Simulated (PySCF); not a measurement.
## [WS2]-: fields on a plane

Level of theory: PySCF, UPBE0, basis W def2-SVPD with ECP60, S def2-SVPD (scalar-relativistic core potentials, no spin–orbit coupling, density fitting).

The quartet minimum has W–S 2.206 Å (×2); S–W–S 140.8°.

The plane holds W1 at (0.00, 0.00), S2 at (2.21, 0.00), S3 at (-1.71, 1.39) Å. Columns run from x = -3.75 to 4.65 Å, rows from y = 3.75 (top) to -1.95 Å, in steps of 0.3 Å. Other isomers or separated fragments may lie lower. Core electrons replaced by a potential are absent, the electrostatic potential uses the reduced nuclear charge, and values within about 0.7 Å of such atoms have no physical meaning.

Q: Give the spin density (e/Å³) (cut at ±0.5 e/Å³). Lower edges of the bins (e/Å³): '0' -0.209, '1' -0.138, '2' -0.067, '3' 0.004, '4' 0.075, '5' 0.145, '6' 0.216, '7' 0.287, '8' 0.358, '9' 0.429; top 0.50.

A: 
```
22222222222222222222222222222
22222222222222222222222222222
22222222222222222222222222222
22222222222222222222222222222
22222222222222222222222222222
22222222222222222222222222222
22222222222223332222222222222
22222222222233333222222222222
22222220222334333222222222222
22222222223356543222222222222
22222222233479953222222222222
22222222235779953222222222222
22222223336933653222222222222
22222333335733963322122222222
22223333335997753222222222222
22222333346997433222222222222
22222333345675433322222222222
22222333334454333332222222222
22222233333333333332222222222
22222233333333333332222222222
```

Q: Give the electron density (e/Å³) (cut at 5 e/Å³). Lower edges of the bins (e/Å³): '0' 0.000, '1' 0.030, '2' 0.076, '3' 0.151, '4' 0.268, '5' 0.455, '6' 0.750, '7' 1.218, '8' 1.960, '9' 3.136; top 5.00.

A: 
```
00000000000000000000000000000
00000000000000000000000000000
00000111100000000000000000000
00001222211000000000000000000
00012344332100000000000000000
00123556543210000000000000000
00135677654321100000000000000
01235799865322111111111000000
01246799975433222222222110000
01235699776555433344443210000
00134667766688654456665321000
00123455557999965667876431000
00012334458922986679997531000
00011222348922986679996531000
00000112246999965667876431000
00000011235688644456665321000
00000001123454433344443210000
00000000112333222223322100000
00000000011121111111111000000
00000000000111000000000000000
```

With open d or f shells other occupations or spin states may lie lower. The lowest empty level of this anion is unbound, so it and the gap depend on the basis. Spin–orbit coupling, left out here, can matter for elements this heavy.
